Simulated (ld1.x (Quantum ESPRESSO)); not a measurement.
iron (Fe): excitation energies, all-electron against TM

```json
{
  "Element": "iron (Fe)",
  "Generator": "ld1.x (Quantum ESPRESSO) 7.5",
  "Type": "norm-conserving Troullier–Martins (Kleinman–Bylander form)",
  "Functional": "PBE",
  "Relativity": "scalar-relativistic",
  "Frozen core": "[Ar]",
  "Valence charge": "8",
  "Reference configuration": "3d6.5 4s1.5 4p0",
  "Partial waves": "4p (bound, empty): rc 3.85 bohr; 3d (bound): rc 1.30 bohr; 4s (bound): rc 1.80 bohr",
  "Local potential": "the s channel",
  "Core correction": "Bessel-smoothed model core inside 1.05 bohr"
}
```

Energies are relative to the spin-unpolarised reference configuration 3d6.5 4s1.5 4p0; without spin polarisation the order of configurations can differ from experiment. Not all tests gave a result: 2 of 7 tests not solved or not reliable.

```
valence configuration  charge  ΔE all-electron (eV)  error AE − PS (meV)
          3d6 4s2 4p0       0                 0.727                  -69
          3d7 4s0 4p0      +1                 7.363                 -120
          3d5 4s0 4p0      +3                59.883                 -950
```

**Question.** What are ΔE and the potential's error for 3d6 4s1 4p0?

**Answer.** ΔE = 9.456 eV all-electron; the error (AE − PS) is -48 meV.

**Question.** What are ΔE and the potential's error for 3d6 4s0 4p0?

**Answer.** ΔE = 25.659 eV all-electron; the error (AE − PS) is -71 meV.
